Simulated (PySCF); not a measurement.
hexa-1,2-dien-5-yne (C₆H₆), SMILES C#CCC=C=C. Geometry: ωB97X-D3(BJ)/def2-SVP. One conformer was computed; it need not be the lowest.

Question: Give the equilibrium geometry at ωB97X-D3(BJ)/def2-SVP (PySCF confirms it by a frequency run) as bond lengths and angles. (Estimate from the structure and the level; the computed values follow.)

Answer: Several could match; the one computed here: 
Atoms: C1 C2 C3 C4 C5 C6 H7 H8 H9 H10 H11 H12. Bonds (Å): C1–C2 1.209, C1–H7 1.076, C2–C3 1.471, C3–C4 1.517, C3–H8 1.104, C3–H9 1.101, C4–C5 1.311, C4–H10 1.097, C5–C6 1.310, C6–H11 1.096, C6–H12 1.096. Angles (°): C2–C1–H7 179.8, C1–C2–C3 179.2, C2–C3–C4 112.4, C2–C3–H8 108.6, C2–C3–H9 109.6, C4–C3–H8 109.5, C4–C3–H9 109.8, H8–C3–H9 106.8, C3–C4–C5 123.8, C3–C4–H10 117.1, C5–C4–H10 119.1, C4–C5–C6 179.6, C5–C6–H11 121.1, C5–C6–H12 121.0, H11–C6–H12 117.9.
Charge 0, spin multiplicity 1.
